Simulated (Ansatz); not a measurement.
Single points on Li4O2⁻.

```yaml
crystal:
  periodic: [false, false, false]
  atoms:
    - {symbol: Li, position_ang: [-0.375582, 0.725299, -3.002068]}
    - {symbol: Li, position_ang: [-0.489503, 0.859059, 0.270473]}
    - {symbol: Li, position_ang: [0.312317, -0.772446, 2.997581]}
    - {symbol: Li, position_ang: [0.523332, -0.834221, -0.268135]}
    - {symbol: O, position_ang: [0.175672, -0.341167, 1.411517]}
    - {symbol: O, position_ang: [-0.146246, 0.363477, -1.409367]}
basis:
  gaussian: {orbitals: def2-TZVPD, initial_orbitals: start.molden}
total_charge: -1
magnetization: {spin_polarized: true, initial_magnetization: 1}
hamiltonian: {xc: pbe, dispersion: d4}
scf: {omitted_lower_state_checks: [starts]}
output: {orbitals: {seedname: orbitals}}
```

The file start.molden holds the orbitals of an earlier run on this structure, at another level or in another basis.

```sh
$ ansatz run in.yaml --threads 4 --pin off --events-out ev --progress --plain --max-ram 3916MiB
```

Shortened log:

```
Functional definition: PBE
  name "PBE"
  cite "Perdew, Burke & Ernzerhof, Phys. Rev. Lett. 77, 3865 (1996) doi:10.1103/PhysRevLett.77.3865"
  parent pbe
  parameter kappa = 0.804
  parameter beta = 0.06672455060314922
  exchange = pbe_x(kappa = kappa, mu = beta*pi^2/3)
  correlation = pbe_c(beta = beta)
these checks for a lower state are left out or cut short: starts
1028 factors; their error is unknown
mean field evaluation 1: about -4912.4393 eV, gradient 6.2e0 eV
mean field evaluation 2: about -4912.5467 eV, gradient 1.8e-1 eV
mean field evaluation 4: about -4912.5517 eV, gradient 6.6e-3 eV
mean field -4912.55174684 eV, -180.5329468491 hartree, gradient 2.0e-5 eV, S^2 0.751108; 0 other end points of the search recorded, 0 dependent functions left out
reference -4912.55179811 eV, -180.5329487332 hartree; 15, 14 occupied and 133, 134 virtual orbitals, 1028 factors
Total energy: -4912.62454182 eV, -180.5356220153 hartree
Checks for a lower state left out: starts
```

Hardware: 4 threads of Arm Neoverse V2 on a shared host. Wall time 2.1 s.

The first input with `hamiltonian: {xc: pbe0, dispersion: d4}` (abridged; 2.8 s):

```
Functional definition: PBE0
mean field -4912.34739321 eV, -180.5254369918 hartree, gradient 1.1e-5 eV, S^2 0.750435
Total energy: -4912.40918217 eV, -180.5277076943 hartree
Checks for a lower state left out: starts
```

The first input with `hamiltonian: {xc: r2scan, dispersion: d4}`, `output: {forces: true, orbitals: {seedname: orbitals}}` (abridged; 4.7 s):

```
Functional definition: r2SCAN
mean field -4916.50068466 eV, -180.6780676374 hartree, gradient 2.4e-5 eV, S^2 0.750950
Total energy: -4916.51809994 eV, -180.6787076371 hartree
Atom 0 force    -0.000390     0.002941    -0.006784 eV/Å
Atom 1 force    -0.003013     0.000777     0.000179 eV/Å
Atom 2 force     0.001085    -0.000453     0.007075 eV/Å
Atom 3 force    -0.000980    -0.002464    -0.000617 eV/Å
Atom 4 force     0.001429     0.000307    -0.003326 eV/Å
Atom 5 force     0.001870    -0.001109     0.003473 eV/Å
Dipole moment:     0.027476     0.021681     0.002183 e Å
Checks for a lower state left out: starts
```

First input, but with `correlation: {method: mp2}` and without the key `hamiltonian` (abridged; 1.5 s):

```
Functional definition: HF
mean field -4890.23313978 eV, -179.7127531679 hartree, gradient 1.7e-6 eV, S^2 0.750660
2 core orbitals not correlated: weight in the atoms' cores, before any rotation towards them, 1.000 or more for the frozen orbitals, at most 0.000 for the correlated occupied ones
second order -19.10635959 eV of doubles, -0.00000000 eV of singles
Total energy: -4909.33949938 eV, -180.4148989322 hartree
Checks for a lower state left out: starts
```

As the first input, with `hamiltonian: {xc: {name: wB97M-V}}` (abridged; 9.5 s):

```
Functional definition: wB97M-V
mean field -4916.74557265 eV, -180.6870671050 hartree, gradient 1.0e-5 eV, S^2 0.750425
Total energy: -4916.74560435 eV, -180.6870682700 hartree
Checks for a lower state left out: starts
```

As the first input, with `hamiltonian: {xc: {name: LC-wPBE}}` (abridged; 8.5 s):

```
Functional definition: LC-wPBE
mean field evaluation 16: about -4914.6736 eV, gradient 6.8e-5 eV
mean field -4914.67355035 eV, -180.6109216898 hartree, gradient 2.1e-5 eV, S^2 0.750239
Total energy: -4914.67355045 eV, -180.6109216935 hartree
Checks for a lower state left out: starts
```

Geometry: r2SCAN-D4/def2-TZVPD.

LC-ωPBE has ω = 0.4 bohr⁻¹. Correlated methods freeze 2 core orbitals; core or outer-core shells of Li are correlated, in sets that lack core-valence functions. At PBE-D4/def2-TZVPD, PBE0-D4/def2-TZVPD, r2SCAN-D4/def2-TZVPD, MP2/def2-TZVPD and others the highest occupied level of the charge -1 doublet lies above zero (up to 0.82 eV). The electron is either unbound and held by the finite basis, or the level is raised by self-interaction error. At PBE-D4/def2-TZVPD, r2SCAN-D4/def2-TZVPD the gap within one spin of the charge -1 doublet nearly closes, so an electron or hole may be smeared out by delocalisation error. The structure comes from a short search, and lower isomers may exist.
